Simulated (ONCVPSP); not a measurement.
## rhenium (Re): ONCV pseudisation with PBEsol, scalar-relativistic reference atom.

```
Element                 : Re
Generator               : ONCVPSP 4.0.1
Type                    : optimised norm-conserving Vanderbilt (ONCV)
Functional              : PBEsol
Relativity              : scalar-relativistic
Frozen core             : [Kr] 4d10 4f14
Valence charge          : 15
Reference configuration : 5s2 5p6 5d5 6s1 (charge +1)
Partial waves           : 5s+6s: rc 1.75 bohr, ncon 4, nbas 9, qcut 9.1 1/bohr, 2 projectors; 5p: rc 1.45 bohr, ncon 3, nbas 6, qcut 11.4 1/bohr, 2 projectors, debl 3.3 Ha; 5d: rc 2.00 bohr, ncon 5, nbas 10, qcut 7.3 1/bohr, 1 projector
Local potential         : polynomial inside 1.30 bohr (lpopt 5, dvloc0 4 Ha)
Core correction         : Teter function, fcfact 2.5, rcfact 1.35
```

What the tests gave:

```json
{
  "Cutoffs needed": "37 Ha and 43 Ha (the cutoffs (Ha) at which the residual kinetic energy of the hardest occupied pseudo-wave falls to 1 and 0.1 mHa per electron)",
  "Ghost test": "no bound ghost flagged; GHOST(+) flagged for s at 411.2 eV",
  "Largest excitation error": "-9.1 meV (all-electron minus pseudo) for 5s2 5p6 5d4 6s0, out of 4 test configurations",
  "rms error of d²Exc/dni dnj": "6.81 mHa without and 1.99 mHa with the model core"
}
```

Generation and tests took about 4.2 s on one core of a shared server CPU.
